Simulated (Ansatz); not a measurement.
Z-matrix (Å, degrees):
```
C
N 1 1.429
H 1 1.092 2 109.3
H 1 1.095 2 111.7 3 -119.3
H 1 1.096 2 112.0 3 119.4
B 2 1.421 1 137.0 3 -4.4
P 2 1.728 1 132.0 3 169.7
N 6 1.444 2 99.4 1 -175.7
H 6 1.194 2 129.9 1 6.8
H 7 1.437 2 100.0 1 78.3
H 8 1.004 6 129.3 2 -146.7
```

Charge 0, multiplicity 1.

(1) List the PBE/def2-TZVPP orbital energies in eV (Ansatz). (An estimate is asked.)

## Answers

(1) Computed: Occupied: -2076.98, -380.48, -380.21, -269.72, -176.86, -172.13, -123.64, -123.61, -123.46, -23.28, -20.86, -17.16, -14.47, -13.12, -11.30, -10.90, -10.35, -10.21, -9.06, -8.90, -7.32, -5.74, -5.53. Lowest empty: -1.31, -0.27, 0.19, 0.81, 1.17, 1.55, 2.05, 2.33.
